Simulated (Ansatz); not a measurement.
Q: Name a neutral molecule of Al, B, C, N, Si and H with HOMO energy (B3LYP/def2-TZVPP) between -7.45 and -7.15 eV and size of the dipole moment (PBE/def2-TZVPP) between 1.85 and 2.15 D (Ansatz, PBE0-D4/def2-TZVP geometry).

A: `C[SiH2]B[NH][AlH2]` (-7.18 eV, 2.13 D); `N[SiH2]B[CH2][AlH2]` (-7.45 eV, 1.99 D). Other molecules can fit too; these were computed, each in one conformer that needn't be the lowest.

B3LYP here is the variant with VWN-RPA as its local correlation; programs differ in this.
